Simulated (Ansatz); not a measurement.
Reaction (substitution at a C–S bond): `CSCO` + `[OH][InH2]` → `C[O][InH2]` + `OCS`

Calculated with Ansatz (gas phase, PBE0-D4/def2-TZVP geometries, no zero-point term in ΔE). CCSD(T)/CBS adds triple-zeta CCSD(T) − MP2 to the extrapolated MP2 energy (def2 sets, frozen cores). Functionals use def2-TZVPP. B3LYP here is the variant with VWN-RPA as its local correlation; programs differ in this. HSE06 is defined as in plane-wave codes. def2 core potentials past Kr. For In outer-core shells are correlated without core-valence functions, which leaves a few kJ/mol of doubt a bond. Each species was taken in one conformer, which may not be the lowest.

```csv
level,ΔE (kcal/mol),difference from CCSD(T)/CBS
LDA (SPW92),17.1,-0.4
PBE-D4,17.4,-0.1
revPBE-D4,17.8,0.3
BLYP-D4,16.1,-1.4
r2SCAN-D4,17.4,-0.1
B97M-V,16.5,-1.0
PBE0-D4,17.4,-0.1
B3LYP-D4,16.1,-1.4
r2SCANh-D4,17.5,0.0
HSE06-D4,17.4,-0.1
BHLYP-D4,15.7,-1.8
CAM-B3LYP-D4,15.8,-1.7
ωB97X-V,16.5,-1.0
ωB97M-V,17.1,-0.4
B2PLYP,16.5,-1.0
PBE-QIDH,17.6,0.1
PBE,17.1,-0.4
revPBE,16.8,-0.7
BLYP,15.4,-2.1
PBE0,17.1,-0.4
B3LYP,15.6,-1.9
r2SCANh,17.4,-0.1
HSE06,17.1,-0.4
BHLYP,15.4,-2.1
CAM-B3LYP,15.5,-2.0
LC-ωPBE,17.0,-0.5
RPA@PBE/def2-TZVPP,14.8,-2.7
HF/def2-SVP,10.1,-7.4
MP2/def2-SVP,14.3,-3.2
CCSD/def2-SVP,12.0,-5.5
HF/def2-TZVPP,13.9,-3.6
MP2/def2-TZVPP,18.4,0.9
SCS-MP2/def2-TZVPP,16.9,-0.6
CCSD/def2-TZVPP,15.9,-1.6
CCSD(T)/def2-TZVPP,16.4,-1.1
HF/def2-QZVPP,13.9,-3.6
MP2/def2-QZVPP,18.9,1.4
SCS-MP2/def2-QZVPP,17.5,0.0
MP2/CBS(def2),19.4,1.9
CCSD/CBS(def2),17.0,-0.5
CCSD(T)/CBS,17.5,0
```

Largest T1 diagnostic among the species: 0.017.

Leaving LDA and LC-ωPBE aside and taking each functional with its dispersion term where it has one, the values spread over 2.1 kcal/mol, from BHLYP-D4 to revPBE-D4. At CCSD(T), def2-SVP lies −5.2 kcal/mol from the extrapolated value and def2-TZVPP −1.1 kcal/mol.
